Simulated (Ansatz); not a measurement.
Reaction (redistribution): `CC(=O)O[AsH2]` + `Cl[SiH2][SiH]1CO1` → `[AsH2][SiH]1CO1` + `CC(=O)O[SiH2]Cl`

Gas-phase electronic energies from Ansatz, PBE0-D4/def2-TZVP geometries. CCSD(T)/CBS adds triple-zeta CCSD(T) − MP2 to the extrapolated MP2 energy (def2 sets, frozen cores). For As outer-core shells are correlated without core-valence functions, which leaves a few kJ/mol of doubt a bond. Scalar relativity is left out up to krypton. One conformer a species, not always the lowest.

`CC(=O)O[AsH2]`:

```xyz
10

C     0.234   -1.670   -0.356
C    -0.276   -0.262   -0.366
O    -0.921    0.237   -1.257
O     0.063    0.415    0.726
As   -0.691    2.109    0.746
H    -0.165   -2.198    0.511
H     1.322   -1.667   -0.263
H    -0.062   -2.174   -1.272
H     0.282    2.504    1.856
H     0.214    2.707   -0.326
```

`Cl[SiH2][SiH]1CO1`:

Cartesian coordinates in Å:
```
Cl 3.016 -1.040 -0.022
Si 1.678 0.503 0.272
Si -0.439 -0.444 0.510
C -1.711 -0.213 -0.761
O -1.720 0.630 0.433
H 2.106 1.254 1.478
H 1.713 1.395 -0.912
H -0.558 -1.541 1.501
H -1.516 0.338 -1.679
H -2.569 -0.881 -0.819
```

`[AsH2][SiH]1CO1`:

Cartesian coordinates in Å:
```
As -0.004 1.875 -0.966
Si 0.404 -0.182 0.087
C -0.970 -1.173 0.722
O -0.190 -0.329 1.637
H 0.512 1.314 -2.287
H 1.384 2.386 -0.595
H 1.729 -0.805 -0.144
H -0.860 -2.236 0.926
H -2.004 -0.849 0.621
```

`CC(=O)O[SiH2]Cl`:

```xyz
11

C     0.829   -1.802    0.070
C     0.481   -0.395   -0.281
O     1.011    0.273   -1.134
O    -0.518    0.110    0.458
Si   -0.897    1.703    0.047
Cl   -2.424    2.167    1.327
H     1.643   -2.151   -0.559
H    -0.050   -2.437   -0.060
H     1.112   -1.856    1.123
H     0.229    2.606    0.338
H    -1.417    1.784   -1.328
```

```
            species  CCSD/CBS(def2) energy (Eh)
    `CC(=O)O[AsH2]`                 -2464.42797
`Cl[SiH2][SiH]1CO1`                 -1154.15395
  `[AsH2][SiH]1CO1`                 -2640.26495
  `CC(=O)O[SiH2]Cl`                  -978.37600
```

(1) Work out ΔE.

Largest T1 diagnostic among the species: 0.015.

Results:

(1) ΔE = (-2640.26495) + (-978.37600) − (-2464.42797) − (-1154.15395) = -0.05903 Eh = -37.0 kcal/mol. CCSD(T)/CBS gives -36.4 kcal/mol.

From PBE to PBE0 (25 % exact exchange), in def2-TZVPP and without D4, ΔE moves by −3.0 kcal/mol.
